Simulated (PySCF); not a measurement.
## How methods differ on the electron affinity of Sn

Sn- [Kr] 4d10 5s2 5p3 (4S) → Sn [Kr] 4d10 5s2 5p2 (3P), as a difference of total energies. Calculation: PySCF 2.14, in aug-cc-pwCVTZ-DK3 with one added diffuse shell each of s, p, d, f type (11s10p8d5f1g, 125 functions); the spin-free X2C one-electron Hamiltonian (Gaussian nucleus). Correlated levels: valence: [Kr] 4d10 frozen; valence and next inner shell: [Ar] 3d10 frozen. The calculations carry no spin-orbit coupling.

```
                                method  electron affinity (eV)
                                   UHF                   0.955
                                   LDA                   1.557
                                   PBE                   1.428
                                 TPSSh                   1.383
                                  PW91                   1.468
                                revPBE                   1.381
                         MP2 (valence)                   1.359
                     SCS-MP2 (valence)                   1.219
    MP2 (valence and next inner shell)                   1.408
SCS-MP2 (valence and next inner shell)                   1.242
```

Estimate what r2SCAN gives.

1.518 eV, closest to LDA among the rows shown.

Estimate what PBE0 gives.

1.416 eV, closest to MP2 (valence and next inner shell) among the rows shown.

A first-order spin-orbit estimate (lowest level to lowest level, LS coupling) adds -0.252 eV.

Errors of the correlated levels include the incompleteness of this basis and the frozen core.

In the anion the highest occupied orbital energy is positive at LDA, PBE, PBE0, r2SCAN, TPSSh, PW91, revPBE, a self-interaction effect; the basis confines that electron, and the energy difference can still be sensible.

For comparison: 1.112 eV (measured; photodetachment measurements, as compiled on the Wikipedia data page of electron affinities).
